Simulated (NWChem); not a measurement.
System: CH3Si cation, singlet

Parts of the log:

```
             Northwest Computational Chemistry Package (NWChem) 7.3.0
             --------------------------------------------------------

                             Geometry "geometry" -> ""
                             -------------------------

 Output coordinates in angstroms (scale by  1.889725989 to convert to a.u.)

  No.       Tag          Charge          X              Y              Z
 ---- ---------------- ---------- -------------- -------------- --------------
    1 C                    6.0000     0.00000000     0.00000000     1.07328800
    2 Si                  14.0000     0.00000000     0.00000000    -0.75007400
    3 H                    1.0000    -0.51417100    -0.90676200     1.48219600
    4 H                    1.0000    -0.52819300     0.89866600     1.48219600
    5 H                    1.0000     1.04236400     0.00809500     1.48219600

 Effective nuclear repulsion energy (a.u.)      42.7858178530

                                 NWChem DFT Module
                                 -----------------

 Summary of "ao basis" -> "ao basis" (spherical)
 ------------------------------------------------------------------------------
       Tag                 Description            Shells   Functions and Types
 ---------------- ------------------------------  ------  ---------------------
 C                         def2-svpd                 8       20   4s2p2d
 Si                        def2-svpd                10       24   5s3p2d
 H                         def2-svpd                 4        8   2s2p

            General Information
            -------------------
          SCF calculation type: DFT
          Wavefunction type:  closed shell.
          No. of atoms     :     5
          No. of electrons :    22
           Alpha electrons :    11
            Beta electrons :    11
          Charge           :     1
          Spin multiplicity:     1
          Use of symmetry is: off; symmetry adaption is: off
          Maximum number of iterations: 150
          AO basis - number of functions:    68
                     number of shells:    30
          Convergence on energy requested:  1.00D-06
          Convergence on density requested:  1.00D-05
          Convergence on gradient requested:  5.00D-04

[...]

                                NWChem TDDFT Module
                                -------------------

            General Information
            -------------------
           No. of orbitals :     136
            Alpha orbitals :      68
             Beta orbitals :      68
        Alpha frozen cores :       0
         Beta frozen cores :       0
     Alpha frozen virtuals :       0
      Beta frozen virtuals :       0
         Spin multiplicity :       1
    Number of AO functions :      68
        Use of symmetry is : off
      Symmetry adaption is : off
         Schwarz screening :  0.10D-07

              XC Information
              --------------
                  B3LYP Method XC Potential
              Hartree-Fock (Exact) Exchange   0.20
                 Slater Exchange Functional   0.80 local
             Becke 1988 Exchange Functional   0.72 non-local
       Lee-Yang-Parr Correlation Functional   0.81
           VWN I RPA Correlation Functional   0.19 local

             TDDFT Information
             -----------------
          Calculation type : TDDFT
         Wavefunction type : Restricted singlets
          No. of electrons :      22
           Alpha electrons :      11
            Beta electrons :      11
              No. of roots :       8
          Max subspacesize :    5600
            Max iterations :     100
               Target root :       1
           Target symmetry : none
      Symmetry restriction : off
                 Algorithm : Optimal
        Davidson threshold :  0.10D-03

    8 smallest eigenvalue differences (eV)
--------------------------------------------------------
  No. Spin  Occ  Vir  Irrep   E(Occ)    E(Vir)   E(Diff)
--------------------------------------------------------
    1    1   11   12 a        -0.521    -0.350     4.668
    2    1   11   13 a        -0.521    -0.350     4.668
    3    1   10   12 a        -0.639    -0.350     7.869
    4    1   10   13 a        -0.639    -0.350     7.869
    5    1    9   12 a        -0.639    -0.350     7.869
    6    1    9   13 a        -0.639    -0.350     7.869
    7    1   11   14 a        -0.521    -0.179     9.320
    8    1    8   12 a        -0.704    -0.350     9.646
--------------------------------------------------------

  Entering Davidson iterations
  Restricted singlet excited states

  Iter   NTrls   NConv    DeltaV     DeltaE      Time
  ----  ------  ------  ---------  ---------  ---------
    1      8       0     0.20E+00   0.10+100        2.9
    2     24       0     0.63E-01   0.24E-01        4.7
    3     40       0     0.17E-01   0.21E-02        4.7
    4     56       1     0.78E-02   0.13E-03        4.7
    5     70       4     0.27E-02   0.23E-04        4.3
    6     78       5     0.61E-03   0.19E-05        3.0
    7     84       6     0.18E-03   0.13E-06        2.5
    8     88       8     0.85E-04   0.76E-08        2.1
  ----  ------  ------  ---------  ---------  ---------
  Convergence criterion met

  Ground state a        -328.956521542929 a.u.

  ----------------------------------------------------------------------------
  Root   1 singlet a              0.131877916 a.u.                3.5886 eV
  ----------------------------------------------------------------------------
     Transition Moments    X  0.48177   Y -0.10015   Z  0.00000
     Dipole Oscillator Strength                    0.0212880776
     Electric Quadrupole                           0.0000000616
     Magnetic Dipole                               0.0000027440
     Total Oscillator Strength                     0.0212908832

[...]
```

Level: B3LYP/def2-SVPD, full TDDFT. Low-valent species are run as closed-shell singlets; no triplet was tried in these runs. Coordinates come from a PBE-D3(BJ)/def2-SVP optimisation.

Write an input that gives this output.

Several could match; the one computed here: the input that was run:
```
start job
memory heap 200 mb stack 900 mb global 1100 mb
charge 1
geometry units angstroms noautosym nocenter noautoz
  C      0.000000     0.000000     1.073288
  Si     0.000000     0.000000    -0.750074
  H     -0.514171    -0.906762     1.482196
  H     -0.528193     0.898666     1.482196
  H      1.042364     0.008095     1.482196
end
basis spherical
  C library def2-svpd
  Si library def2-svpd
  H library def2-svpd
end
dft
  xc b3lyp
  iterations 150
end
tddft
  nroots 8
  notriplet
end
task tddft energy
```
